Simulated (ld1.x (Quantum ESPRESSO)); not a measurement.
**magnesium, TM: configuration errors across variants**

```json
{"Element": "Mg", "Generator": "ld1.x (Quantum ESPRESSO) 7.5", "Type": "norm-conserving Troullier–Martins (Kleinman–Bylander form)", "Functional": "PBE", "Relativity": "non-relativistic", "Frozen core": "[Ne]", "Valence charge": "2", "Reference configuration": "3s2 3p0", "Partial waves": "3s (bound): rc 2.00 bohr; 3p (bound, empty): rc 3.95 bohr; 3d channel at 0.2 Ry: rc 3.80 bohr", "Local potential": "the d channel", "Core correction": "none"}
```

All-electron excitation energies from the reference (eV): (1) 3s1 3p0 7.949; (2) 3s1.5 3p0 3.140; (3) 3s1 3p1 3.476; (4) 3s0 3p1 12.293; (5) 3s0 3p2 7.149.

Errors AE − PS in meV (a dash: test not solved or not reliable):

```csv
change,(1),(2),(3),(4),(5),bound ghosts
base,+11,+0.9,+13,+112,+72,none
wave 3p (bound): rc 3.95 bohr becomes 3p (bound): rc 2.54 bohr,+11,+0.9,+12,+109,+69,none
wave 3p (bound): rc 3.95 bohr becomes 3p (bound): rc 3.06 bohr,+11,+0.9,+12,+109,+69,none
wave 3p (bound): rc 3.95 bohr becomes 3p (bound): rc 3.92 bohr,+11,+0.9,+13,+112,+72,none
wave 3p (bound): rc 3.95 bohr becomes 3p (bound): rc 4.54 bohr,+11,+0.9,+13,+113,+72,none
wave 3p (bound): rc 3.95 bohr becomes 3p (bound): rc 4.88 bohr,+11,+0.9,+13,+113,+72,none
wave 3p (bound): rc 3.95 bohr becomes 3p (bound): rc 5.56 bohr,+11,+0.9,+12,+106,+69,none
wave 3p (bound): rc 3.95 bohr becomes 3p (bound): rc 6.02 bohr,+11,+0.9,+11,+97,+65,none
```

**Question.** Give the same row for: wave 3p (bound): rc 3.95 bohr becomes 3p (bound): rc 3.62 bohr.

**Answer.** +11, +0.9, +13, +111, +71; bound ghosts: none.
